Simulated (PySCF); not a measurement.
## Cobalt: a sound run and one with changed settings

Sound run: Co [Ar] 3d7 4s2, Co+ [Ar] 3d8. Computed with PySCF 2.14 in def2-SVP, with no relativity, point nucleus. The sound run starts from symmetry-adapted Hartree-Fock orbitals and uses a fine grid where one is needed.

A second run was set up differently.

```tsv
species	method	sound run (hartree)	changed run (hartree)	converged
Co	UHF	-1381.21103	-1381.21103	yes
Co	MN15	-1382.62328	-1382.77125	yes
Co	M06-2X	-1382.49757	-1383.23350	yes
Co+	UHF	-1380.91051	-1380.91051	yes
Co+	MN15	-1382.36726	-1381.62695	yes
Co+	M06-2X	-1382.19659	-1381.45402	yes
```

Ionisation energy of Co:

```
method  sound run (eV)  changed run (eV)
   UHF           8.178             8.178
  MN15           6.967            31.138
M06-2X           8.190            48.422
```

Task: What was changed?
A. all electrons correlated in a valence basis
B. angular grid far too coarse
C. too few SCF iterations
D. a valence shell is frozen

Result: B. It used 6 angular points. A coarse angular grid integrates products of high-l functions wrongly, so density functionals can shift, and the SCF can exploit the error; Hartree-Fock and MP2 need no grid.
